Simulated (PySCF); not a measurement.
Species: C5H3O2S (charge -1).
SMILES: `s1c(C(=O)[O-])ccc1`

Structure optimised with GFN2-xTB, isolated species.

Take the most abundant isotopes and a rigid rotor. 

Problem. What are A, B and C (cm⁻¹)?

Solution. Ia = 132.30, Ib = 344.56, Ic = 476.85 u·Å²; 505379 MHz·u·Å²/I gives 3820, 1467 and 1060 MHz, that is A = 0.12742, B = 0.04893, C = 0.03535 cm⁻¹.

Problem. Classify the top.

Solution. An asymmetric top: κ = (2 × 1467 − 3820 − 1060)/(3820 − 1060) = -0.71.

Problem. Is it planar, by Δ = Ic − Ia − Ib?

Solution. Planar: Δ = Ic − Ia − Ib = 0.00 u·Å². For a rigid frame Δ = −2 Σ m c², so it vanishes when all atoms lie in the ab plane; here none is more than 0.01 Å from it.

Problem. List the rotational levels J(Ka,Kc) to J = 5 (MHz).

Solution. Above 0(0,0):
J = 1: 1(0,1) 2527, 1(1,1) 4880, 1(1,0) 5287
J = 2: 2(0,2) 7531, 2(1,2) 9526, 2(1,1) 10747, 2(2,1) 17807, 2(2,0) 17855
J = 3: 3(0,3) 14922, 3(1,3) 16467, 3(1,2) 18905, 3(2,2) 25386, 3(2,1) 25624, 3(3,1) 38199, 3(3,0) 38203
J = 4: 4(0,4) 24581, 4(1,4) 25672, 4(1,3) 29717, 4(2,3) 35455, 4(2,2) 36139, 4(3,2) 48392, 4(3,1) 48417, 4(4,1) 66212, 4(4,0) 66212
J = 5: 5(0,5) 36402, 5(1,5) 37111, 5(1,4) 43116, 5(2,4) 47981, 5(2,3) 49475, 5(3,3) 61156, 5(3,2) 61255, 5(4,2) 78952, 5(4,1) 78954, 5(5,1) 101863, 5(5,0) 101863
The levels of one J sum to (2J + 1)J(J + 1)(A + B + C)/3.

No GFN2-xTB frequencies stand behind this structure, so it isn't proved a minimum. Constants of a rigid frame at the computed geometry: no zero-point averaging, no centrifugal distortion.

The values belong to the conformer `[O:1]=[C:2]([O-:3])[c:4]1[cH:5][cH:6][cH:7][s:8]1`: O1–C2–C4–C5 0°.
